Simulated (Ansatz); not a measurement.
C2H6O2Si can be A, `C[SiH2]C(=O)O`, or B, `[SiH3]OC1CO1`.

Program: Ansatz. Geometries: PBE0-D4/def2-TZVP. ΔE: electronic, gas phase. CBS: MP2 limit from def2 TZ/QZ plus the TZ coupled-cluster correction, frozen cores. DFT in def2-TZVPP. B3LYP here is the variant with VWN-RPA as its local correlation; programs differ in this. One conformer a species, not always the lowest.

(1) Which isomer does CCSD(T)/CBS put lower? Give the gap. (An estimate is asked.)

(2) Give E(B) − E(A) in kJ/mol with ωB97M-V, B2PLYP, HF/def2-TZVPP, B3LYP-D4, CCSD/def2-TZVPP, B3LYP, PBE-D4. (Best estimate.)

Largest T1 diagnostic: 0.015.

## Answers

(1) The calculation gave: A, by 105.8 kJ/mol.

(2) Computed: ωB97M-V 108.2, B2PLYP 113.0, HF/def2-TZVPP 102.0, B3LYP-D4 115.3, CCSD/def2-TZVPP 101.4, B3LYP 116.5, PBE-D4 119.5. None reverses the order clearly.

From PBE to PBE0 (25 % exact exchange), in def2-TZVPP and without D4, E(B) − E(A) moves by −10.8 kJ/mol.
